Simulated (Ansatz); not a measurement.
`OC(F)BCl` + H–F → `OC(F)F` + `BCl` at 600 K and 1 bar (substitution at a C–B bond).

Isolated molecules relaxed with PBE0-D4/def2-TZVP in Ansatz; ΔE leaves out vibrations. CCSD(T)/CBS is the MP2 limit (def2-TZVPP, def2-QZVPP) plus CCSD(T) − MP2 in def2-TZVPP, frozen cores. This one scheme is used for every species. Each species was taken in one conformer, which may not be the lowest.

```csv
species,CCSD(T)/CBS energy (Eh),H − E (kJ/mol),S (J/(mol·K))
`OC(F)BCl`,-699.41319,177.9,408.0
H–F,-100.39570,42.3,194.0
`OC(F)F`,-314.01610,133.8,325.1
`BCl`,-485.78909,80.5,267.8
```

H − E and S are ideal-gas, rigid-rotor, harmonic terms from PBE0-D4/def2-TZVP, for one conformer and one mirror image of each species. 1 Eh = 2625.50 kJ/mol, R = 8.31446 J/(mol·K).

Problem. By hand: ΔE, ΔH, ΔS and ΔG.

Solution. ΔE = (-314.01610) + (-485.78909) − (-699.41319) − (-100.39570) = 0.00370 Eh = 9.7 kJ/mol. Δ(H − E) = 133.8 + 80.5 − 177.9 − 42.3 = -5.9, so ΔH = 3.8 kJ/mol. ΔS = 325.1 + 267.8 − 408.0 − 194.0 = -9.1 J/(mol·K). ΔG = 3.8 − 600 × (-9.1)/1000 = 9.3 kJ/mol.

Problem. By hand: the equilibrium constant, and the temperature at which ΔG would vanish if ΔH and ΔS stayed fixed.

Solution. log₁₀ K = −ΔG/(RT ln 10) = -0.8. ΔH and −TΔS have one sign here, so there is no such temperature.

TΔS isn't small against ΔH here. A doubt of 5 kJ/mol in ΔE shifts log₁₀ K by 0.4 here. Other conformers and mirror images would add mixing entropy, several J/(mol·K) or more a flexible species. Modes under 60 cm⁻¹, often nearly free rotors, make the harmonic entropy too high. These are equilibria of isolated gas molecules and say nothing of rates. Largest T1 diagnostic: 0.013 (customary marks: 0.02 for closed shells, 0.045 for open ones).

ΔS is within the doubt of such terms, so its sign, and with it that verdict, could turn.
